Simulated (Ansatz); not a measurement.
Series [SiX3]-: PBE0-D4/def2-TZVPD single points in Ansatz on relaxed structures, gas phase. Core potentials for I, no spin–orbit coupling. The structures are stationary points that may keep the symmetry of their start. Remarks come from the PBE and PBE0 runs and from stability tests at other levels; not every state was tested. A HOMO above zero means that the electron is unbound at that level and held by the basis, or that self-interaction error raises the level; the energy of removing that electron tells which.

```tsv
species	atoms	state	geometry	HOMO (eV)	vertical IE (eV)	point group (within 0.1 Å)	remarks
[SiBr3]- (SiBr3⁻)	4	singlet	PBE-D4/def2-SVPD	-2.26	3.93	C3v	–
[SiF3]- (SiF3⁻)	4	singlet	PBE-D4/def2-TZVPD	-0.93	3.17	C3v	HOMO above zero at PBE or PBE0
[SiH3]- (SiH3⁻)	4	singlet	PBE0-D4/def2-TZVPD	0.23	1.82	C3v	HOMO above zero at PBE or PBE0
[SiMe3]- (C3H9Si⁻)	13	singlet	PBE0-D4/def2-SVPD	0.33	1.33	C3v	HOMO above zero at PBE or PBE0
```

(1) Estimate the rows for [SiI3]- (SiI3⁻) (singlet, r2SCAN-D4/def2-SVPD geometry).

(1) 
```json
{"species": "[SiI3]- (SiI3⁻)", "atoms": "4", "state": "singlet", "geometry": "r2SCAN-D4/def2-SVPD", "HOMO (eV)": "-2.36", "vertical IE (eV)": "3.86", "point group (within 0.1 Å)": "C3v"}
```

The vertical IE (eV) runs from 1.33 ([SiMe3]-) to 3.93 ([SiBr3]-).
